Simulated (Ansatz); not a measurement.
Molecule: sum formula MoO2Cl, charge 1, multiplicity 1. 
Structure (B3LYP-D3(BJ)/def2-TZVP (Ansatz, a quantum-chemistry and plane-wave program) minimum search):
```
Mo
O 1 1.6554
O 1 1.6554 2 104.98
Cl 1 2.2007 2 108.30 3 115.52
```
Charge +1, spin multiplicity 1.

Quantity: vertical ionisation energy (to the doublet state of charge +2; each state is the SCF solution reached for its spin; the UHF <S^2> is 1.80 for the doublet (pure: 0.75); for the doublet T1 is 0.105; for the singlet the Hartree-Fock reference is unstable and T1 is 0.033), in eV. Valence correlation only, unless marked. Open shells are spin-unrestricted. Spin-orbit coupling is left out. Frozen are the shells of the preceding noble gas and the d and f shells that filled before the atom's block. Past Kr the def2 sets carry scalar-relativistic core potentials. 

```
level                 program  vertical ionisation energy (eV)
--------------------  -------  -------------------------------
HF/def2-TZVPPD         Ansatz                            15.65
HF/def2-QZVPPD         Ansatz                            15.66
SVWN5/def2-TZVPD       Ansatz                            17.96
PBE/def2-TZVPD         Ansatz                            17.68
B3LYP/def2-TZVPD       Ansatz                            18.02
PBE0/def2-TZVPD        Ansatz                            18.01
BHLYP/def2-TZVPD       Ansatz                            17.93
CAM-B3LYP/def2-TZVPD   Ansatz                            18.08
wB97M-V/def2-TZVPD     Ansatz                            18.02
wB97X-V/def2-TZVPD     Ansatz                            18.03
MP2/def2-SVPD          Ansatz                            21.78
RI-MP2/def2-QZVPPD     Ansatz                            22.33
SCS-MP2/def2-SVPD      Ansatz                            21.34
CCSD/def2-SVPD         Ansatz                            17.49
```
